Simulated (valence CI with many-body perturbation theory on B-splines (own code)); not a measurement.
E1 transitions of Sr24+

Calculated by configuration interaction combined with many-body perturbation theory (CI+MBPT): four valence electrons over a frozen Dirac-Fock core [Ne], radial functions for each j: 11 s, 11 p, 9 d, 7 f, 5 g, 2 h, 1 i, with the one-electron correlation potential Σ1, the two-electron term Σ2, the three-electron term Σ3, Breit, model QED; selected CI, second order for the rest (own B-spline code, finite nucleus).

No measured spectrum was set against this ion. As an estimate, levels of excited configurations hold to 0.05 to 0.15 % of their energy, terms of the ground configuration to about 0.5 %.

Lines 51 to 100 of 210 in falling wavelength, among levels below 1669300 cm⁻¹, chosen from the strongest by gf and those to the six lowest levels. Wavelengths and rates use the calculated energies, so an error of 400 cm⁻¹ moves a line at 15.21 nm by 0.061 % and its rate by three times that or more. Electric multipoles are in the length gauge, E1 and E2 with the static RPA response of the core. Weak lines are less certain than strong ones. Lines between different terms over intervals too small for the method are left out, as are lines whose strength nearly cancels. Where a level lies close to another of its J and parity, the split of strength between their lines is uncertain. The highest levels of a list are the least certain.

Names give the largest LS component (configuration and term), which can be under half, so a name can repeat, a term be missing and a line seem to break the LS rules; names also repeat where a configuration has a term twice. Letters in brackets count levels of one name in rising energy.

| λ vac (nm) | Upper | Lower | A (s⁻¹) | log gf | Branch % |
| --- | --- | --- | --- | --- | --- |
| 15.21 | 3s 3p2 3d 3D_3 [b] | 3s2 3p 3d 3P°_2 [a] | 3.81e+09 | -1.03 | 3.2 |
| 15.20 | 3s 3p3 3P°_1 | 3s2 3p2 3P_2 | 5.98e+08 | -2.21 | 2.9 |
| 15.19 | 3s2 3p 3d 3D°_1 | 3s2 3p2 1S_0 | 1.35e+09 | -1.85 | 1.0 |
| 15.15 | 3s 3p2 3d 3G_4 | 3s2 3p 3d 3F°_3 | 2.44e+10 | -0.12 | 82.6 |
| 15.09 | 3s 3p2 3d 3D_2 [b] | 3s2 3p 3d 3P°_2 [a] | 3.83e+09 | -1.19 | 3.9 |
| 15.02 | 3s 3p2 3d 3D_3 [a] | 3s2 3p 3d 3F°_3 | 2.33e+09 | -1.26 | 3.1 |
| 14.98 | 3s2 3p 3d 3F°_3 | 3s2 3p2 1D_2 | 8.89e+07 | -2.68 | 1.0 |
| 14.89 | 3s 3p2 3d 3P_1 [c] | 3s2 3p 3d 3P°_2 [a] | 9.16e+09 | -1.04 | 9.5 |
| 14.82 | 3s 3p3 3P°_0 | 3s2 3p2 3P_1 | 1.55e+10 | -1.29 | 100.0 |
| 14.77 | 3s 3p2 3d 1G_4 | 3s2 3p 3d 3F°_3 | 3.64e+09 | -0.97 | 17.9 |
| 14.72 | 3s 3p3 1D°_2 | 3s2 3p2 3P_1 | 3.94e+07 | -3.19 | 0.4 |
| 14.62 | 3s 3p2 3d 3F_3 [b] | 3s2 3p 3d 3F°_3 | 5.07e+09 | -0.94 | 6.7 |
| 14.62 | 3s 3p2 3d 3D_2 [c] | 3s2 3p 3d 3D°_1 | 4.31e+09 | -1.16 | 3.9 |
| 14.55 | 3s 3p3 3P°_1 | 3s2 3p2 3P_1 | 1.48e+10 | -0.85 | 72.3 |
| 14.53 | 3s 3p2 3d 3D_2 [c] | 3s2 3p 3d 3P°_2 [a] | 3.49e+09 | -1.26 | 3.2 |
| 14.53 | 3s 3p2 3d 3F_2 [b] | 3s2 3p 3d 3F°_2 [a] | 3.79e+09 | -1.22 | 5.2 |
| 14.51 | 3s 3p2 3d 3F_2 [c] | 3s2 3p 3d 3D°_1 | 2.56e+10 | -0.39 | 17.7 |
| 14.50 | 3s 3p2 3d 3D_3 [a] | 3s2 3p 3d 3F°_2 [b] | 6.98e+09 | -0.81 | 9.4 |
| 14.47 | 3p4 1D_2 | 3s 3p3 3D°_3 | 3.67e+09 | -1.24 | 22.0 |
| 14.46 | 3p4 3P_0 | 3s 3p3 3D°_1 | 1.45e+10 | -1.34 | 59.4 |
| 14.41 | 3s 3p2 3d 3G_3 | 3s2 3p 3d 3F°_2 [a] | 1.73e+10 | -0.42 | 45.1 |
| 14.39 | 3s 3p3 1P°_1 | 3s2 3p2 1S_0 | 6.94e+09 | -1.19 | 5.1 |
| 14.35 | 3s 3p2 3d 3F_3 [c] | 3s2 3p 3d 3P°_2 [a] | 3.26e+10 | -0.15 | 24.8 |
| 14.33 | 3s 3p2 3d 3D_2 [a] | 3s2 3p 3d 3F°_3 | 2.34e+09 | -1.44 | 2.2 |
| 14.13 | 3s 3p2 3d 3F_3 [b] | 3s2 3p 3d 3F°_2 [b] | 6.97e+09 | -0.84 | 9.2 |
| 13.93 | 3s 3p2 3d 3D_3 [b] | 3s2 3p 3d 3F°_3 | 2.56e+09 | -1.28 | 2.2 |
| 13.85 | 3s 3p2 3d 3D_1 [b] | 3s2 3p 3d 3F°_2 [b] | 5.91e+09 | -1.29 | 5.0 |
| 13.83 | 3s 3p2 3d 5D_1 | 3s 3p3 3D°_2 | 9.45e+09 | -1.09 | 50.7 |
| 13.82 | 3s2 3p 3d 3F°_2 [a] | 3s2 3p2 3P_2 | 4.82e+09 | -1.16 | 72.4 |
| 13.73 | 3p4 3P_2 | 3s 3p3 5S°_2 | 6.25e+08 | -2.05 | 3.5 |
| 13.73 | 3s2 3p 3d 3P°_2 [a] | 3s2 3p2 1D_2 | 5.95e+09 | -1.08 | 5.6 |
| 13.65 | 3s2 3p 3d 3D°_1 | 3s2 3p2 1D_2 | 1.20e+09 | -2.00 | 0.9 |
| 13.53 | 3s 3p2 3d 3D_1 [a] | 3s2 3p 3d 3F°_2 [a] | 6.61e+09 | -1.26 | 10.6 |
| 13.42 | 3s 3p2 3d 5F_1 | 3s 3p3 5S°_2 | 2.27e+08 | -2.74 | 11.9 |
| 13.38 | 3s 3p2 3d 3D_2 [b] | 3s2 3p 3d 3F°_2 [b] | 5.48e+09 | -1.13 | 5.6 |
| 13.35 | 3s 3p2 3d 3D_2 [c] | 3s2 3p 3d 3F°_3 | 2.48e+10 | -0.48 | 22.4 |
| 13.28 | 3s2 3p 3d 3F°_2 [a] | 3s2 3p2 3P_1 | 1.64e+07 | -3.66 | 0.2 |
| 13.26 | 3s 3p2 3d 3F_2 [c] | 3s2 3p 3d 3F°_3 | 7.01e+09 | -1.03 | 4.8 |
| 13.22 | 3s 3p2 3d 3P_1 [c] | 3s2 3p 3d 3F°_2 [b] | 8.86e+09 | -1.16 | 9.2 |
| 13.21 | 3s 3p2 3d 3P_1 [b] | 3s 3p3 1D°_2 | 2.50e+10 | -0.71 | 21.7 |
| 13.20 | 3s 3p2 3d 3F_3 [c] | 3s2 3p 3d 3F°_3 | 3.97e+10 | -0.14 | 30.1 |
| 13.17 | 3s 3p2 3d 3D_1 [b] | 3s2 3p 3d 3F°_2 [a] | 3.32e+10 | -0.59 | 28.2 |
| 13.15 | 3s2 3p 3d 3F°_2 [b] | 3s2 3p2 3P_2 | 2.70e+09 | -1.46 | 17.5 |
| 13.13 | 3s 3p2 3d 3F_2 [b] | 3s 3p3 1D°_2 | 3.68e+09 | -1.32 | 5.1 |
| 13.13 | 3s 3p2 3d 3P_1 [b] | 3s 3p3 3P°_0 | 5.05e+09 | -1.41 | 4.4 |
| 13.12 | 3s 3p3 3S°_1 | 3s2 3p2 3P_2 | 8.34e+10 | -0.19 | 60.2 |
| 13.11 | 3s2 3p 3d 3P°_1 | 3s2 3p2 1S_0 | 4.62e+08 | -2.45 | 0.4 |
| 13.11 | 3s 3p2 3d 3F_2 [a] | 3s 3p3 3D°_1 | 3.80e+09 | -1.31 | 33.8 |
| 13.10 | 3s 3p2 3d 5F_2 | 3s 3p3 5S°_2 | 2.57e+09 | -1.48 | 38.6 |
| 13.03 | 3s 3p2 3d 3G_3 | 3s 3p3 1D°_2 | 1.31e+10 | -0.63 | 34.2 |
